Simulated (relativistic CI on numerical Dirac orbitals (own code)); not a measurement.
What each ingredient does to the levels of Pm⁵⁹⁺

Base calculation: Dirac-Coulomb-Breit CI, KLI orbitals optimised for each configuration, model QED (radiative potential, 1s self-energy scaled to tabulated hydrogen-like ionisation energies), unscaled Slater integrals.

CI space: 1s², 1s2s, 1s2p, 1s3s, 1s3p, 1s3d, 1s4s, 1s4p, 1s4d, 1s4f, 1s5s, 1s5p, 1s5d, 1s5f, 1s5g, 1s6s, 1s6p, 1s6d, 2s². Levels of other configurations are missing.

Variants: (1) valence Slater integrals scaled by 0.9; (2) one mean potential for all configurations. Shifts of the energy above 1s² ¹S0, in eV, for the lowest level and the first level of each name with at least 55 % of one term (blank where a level changes its place among those of its configuration and J or its character, or is not in the variant):

```csv
Level,Base,Δ(1),Δ(2)
1s² ¹S0,0.0,0.0,0.0
1s2s ³S1,38958.0,+2.2,-1.1
1s2p ³P°1,39048.1,-0.3,-1.2
1s2p ³P°0,39062.3,+1.5,-1.3
1s2s ¹S0,39063.1,-6.6,-0.2
1s2p ³P°2,39712.2,+1.3,-1.2
1s2p ¹P°1,39752.5,-2.3,-1.0
1s3s ³S1,46377.7,+0.6,-1.0
1s3p ³P°1,46402.1,-0.1,-1.1
1s3s ¹S0,46405.7,-1.7,-0.8
1s3p ³P°0,46405.9,+0.4,-1.1
1s3p ³P°2,46599.6,+0.4,-1.0
1s3d ³D2,46608.7,0.0,-1.0
1s3d ³D1,46610.9,0.0,-1.0
```

At this charge energies of transitions that change n are usually good to better than 1 %, and those within a shell (Δn = 0) to a few per cent.

Ionisation energy from the two ground configurations alone: base 52141.1 eV. The NIST ASD value (theoretical) is 52144.3 eV.

LS names give the leading component of a level, which can be under half, so a name can repeat, a term be missing and a line seem to break the LS rules.
